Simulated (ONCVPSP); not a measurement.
Which change was made? (Tl, ONCV)

Tl, optimised norm-conserving Vanderbilt (ONCV), made with ONCVPSP 4.0.1 (PBE, scalar-relativistic). Core [Xe] 4f14 5d10, reference 6s1.5 6p1.5. Waves: 6s: rc 1.90 bohr, ncon 4, nbas 7, qcut 2.8 1/bohr, 3 projectors, debl 3.1 Ha; 6p: rc 1.90 bohr, ncon 4, nbas 8, qcut 3.8 1/bohr, local. Local part: the p channel. Core correction: polynomial model core, fcfact 0.4.

Cutoffs, loose and tight: the cutoffs (Ha) at which the residual kinetic energy of the hardest occupied pseudo-wave falls to 1 and 0.1 mHa per electron. They do not see the model core or the augmentation charge, which bear on the density cutoff. Test errors are all-electron minus pseudo excitation energies from the reference, over the configurations 6s2 6p1; 6s2 6p0; 6s1 6p0; 6s2 6p0.5; variants that change the core or the reference have their own tests.

The base gives: outcome: generated; cutoff, loose: 43 Ha; cutoff, tight: 57 Ha; bound ghosts: s; GHOST(+) flags above zero: s; largest test error (meV): -251.

Problem. After one change the result is: outcome: failed: ERROR pspot: first pseudo wave function has node, program will stop. Which change was it?
A. s: qcut 2.1; p: qcut 2.9
B. s: qcut 3.1; p: qcut 4.2
C. s: qcut 3.8; p: qcut 5.2

Solution. C. The others give: s: qcut 2.1; p: qcut 2.9 → outcome: generated; cutoff, loose: 46 Ha; cutoff, tight: 57 Ha; bound ghosts: none; GHOST(+) flags above zero: none; largest test error (meV): -251 | s: qcut 3.1; p: qcut 4.2 → outcome: generated; cutoff, loose: 32 Ha; cutoff, tight: 56 Ha; bound ghosts: s; GHOST(+) flags above zero: s; largest test error (meV): -251.
